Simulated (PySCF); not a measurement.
The vertical singlet excitations below were computed for one of the candidates. Method: TDDFT B3LYP/def2-SVPD, vertical, gas phase, core orbitals frozen in the response in PySCF. Geometries: PBE0-D3(BJ)/def2-SVP, one conformer each.

```json
{"state": "S1", "ν̃ (cm⁻¹)": "54600", "f": "0.0025", "main configurations (H = HOMO, L = LUMO)": "H→L (69%), H-1→L (27%)"}
{"state": "S2", "ν̃ (cm⁻¹)": "55340", "f": "0.0048", "main configurations (H = HOMO, L = LUMO)": "H-1→L (69%), H→L (27%)"}
{"state": "S3", "ν̃ (cm⁻¹)": "57540", "f": "0.019", "main configurations (H = HOMO, L = LUMO)": "H→L+1 (93%)"}
{"state": "S4", "ν̃ (cm⁻¹)": "59140", "f": "0.0082", "main configurations (H = HOMO, L = LUMO)": "H-1→L+1 (91%)"}
{"state": "S5", "ν̃ (cm⁻¹)": "60020", "f": "0.026", "main configurations (H = HOMO, L = LUMO)": "H→L+2 (93%)"}
{"state": "S6", "ν̃ (cm⁻¹)": "60950", "f": "0.040", "main configurations (H = HOMO, L = LUMO)": "H-1→L+2 (62%), H-2→L (19%), H→L+3 (14%)"}
{"state": "S7", "ν̃ (cm⁻¹)": "61610", "f": "0.031", "main configurations (H = HOMO, L = LUMO)": "H-2→L (72%), H-1→L+2 (20%)"}
{"state": "S8", "ν̃ (cm⁻¹)": "62030", "f": "0.041", "main configurations (H = HOMO, L = LUMO)": "H→L+3 (57%), H→L+4 (14%), H-1→L+3 (10%)"}
{"state": "S9", "ν̃ (cm⁻¹)": "62970", "f": "0.037", "main configurations (H = HOMO, L = LUMO)": "H-1→L+3 (53%), H→L+3 (15%), H-1→L+4 (9%)"}
{"state": "S10", "ν̃ (cm⁻¹)": "63410", "f": "0.0066", "main configurations (H = HOMO, L = LUMO)": "H→L+4 (70%), H-1→L+3 (17%)"}
```

Triplets computed (Tamm–Dancoff): 6.55, 6.70, 6.94, 7.10 eV.

Task: Which candidate is it? All have the formula C3H14OSi3.
A. `CC(C)O[SiH]([SiH3])[SiH3]`
B. `CC(C)[Si@@H]([SiH3])O[SiH3]`
C. `CC[Si@@H](C)O[SiH2][SiH3]`
D. `CC(C)O[SiH2][SiH2][SiH3]`
E. `[SiH3]C([Si@@H](O)CC)[SiH3]`

Result: E. Its S1, at 6.77 eV, is the highest among the candidates; the nearest of the others has S1 at 6.22 eV. S1 is HOMO→LUMO (69%), HOMO-1→LUMO (27%). Löwdin shares by element: HOMO carbon 49%, silicon 15% or more (atoms not listed hold the other 36%); LUMO silicon 31% or more, oxygen 17%, hydrogen 11% or more (atoms not listed hold the other 41%). At the same level the other candidates give, for their lowest levels:
- `CC(C)O[SiH]([SiH3])[SiH3]`: 5.67 eV (f 0.023); 6.22 eV (f 0.003); 6.29 eV (f 0.091); 6.60 eV (f 0.021); 6.68 eV (f 0.055); T1 5.12 eV; HOMO -7.27, LUMO -0.62 eV
- `CC(C)O[SiH2][SiH2][SiH3]`: 6.12 eV (f 0.091); 6.32 eV (f 0.028); 6.47 eV (f 0.002); 6.85 eV (f 0.052); 6.95 eV (f 0.016); T1 5.47 eV; HOMO -7.52, LUMO -0.55 eV
- `CC(C)[Si@@H]([SiH3])O[SiH3]`: 6.00 eV (f 0.008); 6.53 eV (f 0.002); 6.58 eV (f 0.010); 6.85 eV (f 0.026); 7.04 eV (f 0.111); T1 5.57 eV; HOMO -7.34, LUMO -0.42 eV
- `CC[Si@@H](C)O[SiH2][SiH3]`: 6.22 eV (f 0.005); 6.54 eV (f 0.003); 7.03 eV (f 0.018); 7.08 eV (f 0.020); 7.14 eV (f 0.030); T1 5.70 eV; HOMO -7.60, LUMO -0.37 eV

The values belong to the conformer `[CH3:1][CH2:2][Si@H:3]([OH:4])[CH:5]([SiH3:6])[SiH3:7]`: C1–C2–Si3–O4 -61°, C2–Si3–C5–Si6 177°, H–O4–Si3–C2 173°.
